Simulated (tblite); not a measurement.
C6H7NO (charge -1 and doublet state).
Geometry (GFN2-xTB, Å), atoms numbered from 1 in this order:
```xyz
15
C6H7NO angstrom
C     -2.3385    0.0784    0.4282
C     -1.3224   -0.4246   -0.6041
O     -1.7414   -1.0364   -1.6425
C      0.0303   -0.1524   -0.3096
C      1.1638   -0.5350   -1.1037
C      2.2947   -0.1091   -0.4948
N      1.9708    0.6159    0.6358
C      0.5788    0.5035    0.8147
H     -2.2903    1.1668    0.5250
H     -3.3447   -0.2026    0.1185
H     -2.1363   -0.3518    1.4130
H      1.1003   -1.0653   -2.0366
H      3.3276   -0.2101   -0.7926
H      2.5959    0.6617    1.4301
H      0.1070    1.0689    1.5967
```

All values are computed: GFN2-xTB (tblite) harmonic vibrations without scaling, gas phase. Errors from tens to a few hundred cm⁻¹ against measured bands are possible. One conformer, not necessarily the lowest. Open shells enter through the occupations alone, without spin polarisation, and single modes of such species can be off by tens of per cent.

Harmonic wavenumbers (cm⁻¹): 107.7, 140.1, 177.5, 182.3, 290.5, 357.2, 364.6, 435.1, 494.4, 498.7, 578.2, 604.8, 729.0, 812.7, 825.9, 884.4, 967.0, 969.6, 1024.6, 1059.8, 1098.5, 1132.1, 1184.3, 1258.6, 1332.1, 1357.1, 1360.1, 1402.1, 1497.5, 1506.4, 1557.4, 1599.8, 2911.3, 2934.3, 3001.7, 3050.0, 3103.7, 3126.3, 3336.5.

A = 4758, B = 1540, C = 1173 MHz; mass 109.053 u (most abundant isotopes); point group C1, symmetry number 1; spin multiplicity 2.

Problem. What is the zero-point energy?

Solution. ½Σν̃ = 24627 cm⁻¹ = 70.41 kcal/mol.

Problem. Give the ideal-gas entropy at 298.15 K and 1 bar in the rigid-rotor, harmonic-oscillator model (classical rotation).

Solution. Translation 40.00, rotation 28.02, vibration 19.08, spin (R ln 2) 1.38: S = 88.5 cal/(mol K).

Problem. And Cp and H(298.15 K) − H(0)?

Solution. Cp = 32.04 cal/(mol K), of which vibrations give 24.09 (their classical limit is 39 R = 77.5); H(298.15 K) − H(0) = 5.72 kcal/mol without the zero-point energy, 3.35 from vibrations.

Problem. Blend soft modes into free rotors: weight 1/[1 + (100 cm⁻¹/ν̃)⁴] for the oscillator and the rest for a rotor with moment μB/(μ + B), μ = h/(8π²ν), B = 10⁻⁴⁴ kg m². What vibrational entropy results?

Solution. 18.80 cal/(mol K) in place of 19.08, which changes −T·S at 298.15 K by +0.08 kcal/mol.

Problem. How do the functions run with temperature in this model?

Solution. 
```
T (K)  S (cal/(mol K))  Cp (cal/(mol K))  H − H(0) (kcal/mol)  G − H(0) (kcal/mol)  ln q(vib)
  100             64.4              14.9                 1.05                -5.39       0.57
  200             77.5              23.7                 2.98               -12.51       2.15
  300             88.7              32.2                 5.78               -20.82       3.98
  500            108.7              46.7                13.75               -40.61       7.88
  800            133.9              60.2                29.99               -77.14      13.66
 1000            148.0              65.9                42.63              -105.37      17.26
```

q(vib) and H(0) count from the zero-point level.

Problem. What must be added to the electronic energy to get the Gibbs energy at 298.15 K and 1 bar?

Solution. ZPE + [H(298.15 K) − H(0)] − T·S = 70.41 + 5.72 − 26.38 = 49.75 kcal/mol.

Hindered rotation and anharmonicity are outside this model. Other conformers, if any are populated, would add a mixing term that is left out. The structure is chiral; the term R ln 2 for an equal mix with its mirror image is left out.
